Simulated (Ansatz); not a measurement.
Total energies of `[CH3][Zr]([CH3])([CH3])[OH]`.

Cartesian coordinates in Å:
```
C 1.367 0.641 1.485
Zr -0.339 -0.020 0.218
C -0.565 1.425 -1.460
C 0.153 -2.015 -0.638
O -1.945 -0.109 1.247
H 2.110 1.157 0.860
H 1.083 1.324 2.292
H 1.870 -0.221 1.942
H -0.276 2.436 -1.145
H 0.101 1.139 -2.285
H -1.582 1.484 -1.862
H 1.242 -2.106 -0.757
H -0.293 -2.130 -1.634
H -0.184 -2.858 -0.026
H -2.744 -0.149 1.763
```

Total charge 0; spin multiplicity 1. Correlated methods include outer-core shells of Zr, which these sets cover unevenly. Zr: def2 effective core potential. Geometry: relaxed with PBE0-D4/def2-TZVP. It is one conformer, not always the lowest. Basis def2-TZVPP, the Gaussian-basis code of Ansatz.

RPA on PBE orbitals: Hartree–Fock energy of these orbitals -240.89254 Eh, correlation -1.85078 Eh (frozen core).

```
             functional  energy without D4 (Eh)  D4 term (kJ/mol)
            LDA (SPW92)              -240.94057                 –
                 B97M-V              -242.75457                 –
                   PBE0              -242.51133             -23.6
                  B3LYP              -242.79335             -43.3
                r2SCAN0              -242.60843              -8.7
HSE06 (plane-wave form)              -242.49864             -22.2
                  BHLYP              -242.54663             -36.2
                LC-ωPBE              -242.65779                 –
                ωB97X-V              -242.66663                 –
                 B2PLYP              -242.50529                 –
```

(1) Give the same for PBE, revPBE, BLYP, r2SCAN, r2SCANh, CAM-B3LYP, ωB97M-V, PBE-QIDH. (Best estimate.)

B3LYP takes the VWN-RPA correlation (the form of Gaussian; ORCA's B3LYP/G). HSE06 is the plane-wave form, built on full-range PBE exchange. The double hybrids freeze the cores in their second-order part.

Results:

(1) Computed: 
```
functional  energy without D4 (Eh)  D4 term (kJ/mol)
       PBE              -242.51473             -27.2
    revPBE              -242.73952             -72.3
      BLYP              -242.64463             -56.7
    r2SCAN              -242.67141              -7.4
   r2SCANh              -242.64558              -7.9
 CAM-B3LYP              -242.62166             -24.3
   ωB97M-V              -242.56689                 –
  PBE-QIDH              -242.42704                 –
```

LC-ωPBE has ω = 0.4 bohr⁻¹.
